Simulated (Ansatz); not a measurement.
Species: HBr$_{3}$Si, SMILES `Br[SiH](Br)Br` (charge 0, multiplicity 1).

Give a relaxed geometry from B3LYP-D3(BJ)/def2-TZVP (Ansatz, a first-principles code).

the end point of this relaxation (outside a Z-matrix the atoms follow the SMILES, hydrogens last).
Z-matrix (Å, degrees):
```
Si
H 1 1.4660
Br 1 2.2131 2 108.94
Br 1 2.2131 2 108.94 3 120.00
Br 1 2.2131 2 108.94 4 120.00
```
